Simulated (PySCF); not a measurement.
Lowest empty level (eV) of eight silicon and germanium compounds: PBE beside r2SCAN, computed with PySCF for isolated molecules in the bases named; differences from unrounded values. The eight are the first of their class met in an unordered collection, after screening for sound electronic states; none was chosen by its value. Each molecule has one DFT geometry for both levels.

| molecule | basis | r2SCAN | PBE | difference |
|---|---|---|---|---|
| C3H8O2Si, SMILES O1C[C@@H](C[SiH2]1)O | def2-TZVP | 0.02 | -0.42 | -0.44 |
| CH₆ClNSi₃, SMILES [SiH3][Si@@H]1N=C[Si@@H]1Cl | def2-TZVP | -2.52 | -2.69 | -0.17 |
| Si(CCH)2(F)(Me) (C5H5FSi), SMILES C#C[Si](F)(C)C#C | def2-TZVP | -1.62 | -1.85 | -0.23 |
| CH₈FNOSi₂, SMILES C[Si@H](N)[Si@@H](O)F | def2-TZVP | -0.62 | -0.95 | -0.34 |
| Si(GeH3)(H)2(OH) (GeH6OSi), SMILES O[SiH2][GeH3] | def2-TZVPD | -0.97 | -1.39 | -0.42 |
| Si(H)(Cl)(Me)(NH2) (CH6ClNSi), SMILES C[SiH](N)Cl | def2-TZVP | 0.50 | -0.12 | -0.62 |
| B₂H₆O₄Si, SMILES OB(O)[SiH2]B(O)O | def2-TZVP | -1.18 | -1.39 | -0.21 |
| Si(F)(Me)2(SeH) (C2H7FSeSi), SMILES C[Si](C)(F)[SeH] | def2-TZVP | -0.58 | -0.89 | -0.31 |

PBE lies below r2SCAN in 8 and above it in 0 of the eight; the mean signed difference is -0.34 and the largest -0.62 eV.
